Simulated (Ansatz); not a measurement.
AlF3H3N (`[NH3+][Al-]([F])([F])[F]`) at its PBE0-D4/def2-TZVP geometry, where that method's forces vanish. The species carries charge 0 and has multiplicity 1.

```xyz
8

N     0.3852    0.2060   -0.8742
Al   -0.4017   -0.2147    0.9116
F     0.7847    0.3681    1.9103
F    -1.8079    0.6580    0.8366
F    -0.5400   -1.8619    0.8011
H    -0.2214    0.8322   -1.3953
H     1.2908    0.6540   -0.7707
H     0.5105   -0.6417   -1.4194
```

Q: What forces (eV/Å) does r2SCAN-D4/def2-TZVPP give on these atoms in Ansatz? (Estimate.)

A: The calculation gave: 
```
N1  -0.029 -0.016  0.066
Al2  0.006  0.003 -0.015
F3   0.028  0.014  0.024
F4  -0.034  0.021 -0.002
F5  -0.003 -0.039 -0.003
H6   0.022 -0.003 -0.020
H7  -0.002 -0.001 -0.030
H8   0.011  0.021 -0.020
```
